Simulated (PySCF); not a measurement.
Molfile (atoms numbered from 1):
```
C5H9F3O2Si
     RDKit          3D

 20 20  0  0  0  0  0  0  0  0999 V2000
   -1.5970   -1.0429    0.8417 C   0  0  0  0  0  0  0  0  0  0  0  0
   -0.9656   -0.0825   -0.1631 C   0  0  2  0  0  0  0  0  0  0  0  0
   -0.2213   -0.8587   -1.2567 C   0  0  0  0  0  0  0  0  0  0  0  0
    0.9068   -1.5388   -0.7812 O   0  0  0  0  0  0  0  0  0  0  0  0
    1.9075   -0.9250    0.3441 Si  0  0  0  0  0  4  0  0  0  0  0  0
    1.0941    0.2764    1.1241 O   0  0  0  0  0  0  0  0  0  0  0  0
   -0.0273    0.8813    0.5845 C   0  0  1  0  0  0  0  0  0  0  0  0
    0.4212    2.0516   -0.3015 C   0  0  0  0  0  0  0  0  0  0  0  0
   -0.6153    2.6322   -0.9324 F   0  0  0  0  0  0  0  0  0  0  0  0
    1.2944    1.7001   -1.2519 F   0  0  0  0  0  0  0  0  0  0  0  0
    1.0100    3.0128    0.4187 F   0  0  0  0  0  0  0  0  0  0  0  0
   -0.8248   -1.6352    1.3262 H   0  0  0  0  0  0  0  0  0  0  0  0
   -2.2843   -1.7153    0.3350 H   0  0  0  0  0  0  0  0  0  0  0  0
   -2.1441   -0.4941    1.6047 H   0  0  0  0  0  0  0  0  0  0  0  0
   -1.7485    0.5120   -0.6439 H   0  0  0  0  0  0  0  0  0  0  0  0
    0.0783   -0.1832   -2.0658 H   0  0  0  0  0  0  0  0  0  0  0  0
   -0.8919   -1.6162   -1.6767 H   0  0  0  0  0  0  0  0  0  0  0  0
    3.0958   -0.3607   -0.2785 H   0  0  0  0  0  0  0  0  0  0  0  0
    2.0881   -1.9504    1.3541 H   0  0  0  0  0  0  0  0  0  0  0  0
   -0.5812    1.3470    1.4155 H   0  0  0  0  0  0  0  0  0  0  0  0
  1  2  1  0
  2  3  1  0
  3  4  1  0
  4  5  1  0
  5  6  1  0
  6  7  1  0
  7  8  1  0
  8  9  1  0
  8 10  1  0
  8 11  1  0
  7  2  1  0
  1 12  1  0
  1 13  1  0
  1 14  1  0
  2 15  1  6
  3 16  1  0
  3 17  1  0
  5 18  1  0
  5 19  1  0
  7 20  1  1
M  END
```

[PySCF: σ from GIAO-PBE0/pcSseg-1; structure optimised with GFN2-xTB; in vacuum; no relativistic terms; fast rotation and ring inversion assumed for equivalent nuclei; one computed conformer]

Task: Predict the 2D correlation tables (HSQC, COSY, HMBC).

Result: 

HSQC (one-bond C–H):
```csv
δH,δC
4.86 (H16),66.8 (C3)
4.34 (H20),78.7 (C7)
3.98 (H17),66.8 (C3)
1.85 (H15),35.5 (C2)
1.54 (H12/H13/H14),19.0 (C1)
```

COSY cross peaks (H two or three bonds apart, from the bond graph; peaks can be absent where the dihedral angle is near 90°):
```csv
δH,δH
5.14 (H18),4.94 (H19)
4.86 (H16),3.98 (H17)
4.86 (H16),1.85 (H15)
4.34 (H20),1.85 (H15)
3.98 (H17),1.85 (H15)
1.85 (H15),1.54 (H12/H13/H14)
```

HMBC (two and three bonds, from the bond graph):
```csv
δH,δC
5.14 (H18),"78.7 (C7), 66.8 (C3)"
4.94 (H19),"78.7 (C7), 66.8 (C3)"
4.86 (H16),"78.7 (C7), 35.5 (C2), 19.0 (C1)"
4.34 (H20),"135.0 (C8), 66.8 (C3), 35.5 (C2), 19.0 (C1)"
3.98 (H17),"78.7 (C7), 35.5 (C2), 19.0 (C1)"
1.85 (H15),"135.0 (C8), 78.7 (C7), 66.8 (C3), 19.0 (C1)"
1.54 (H12/H13/H14),"78.7 (C7), 66.8 (C3), 35.5 (C2)"
```

Chemical shifts δ = σref − σ; 1H and 13C against TMS, all at this level.

Short H···H contacts in this conformer between protons four or more bonds apart (candidates for NOE cross peaks, intensity ∝ r⁻⁶): H14···H20 2.42 Å, H13···H17 2.45 Å.

Shifts are as computed. Against solution values, carbons near 30 ppm lie about +3 ppm off and those near 130 ppm about +5 ppm. Of 1211 compounds with measured shifts, 218 miss one by over three times the rms of a fit or turn the order of signals round; such compounds aren't used in these exercises.
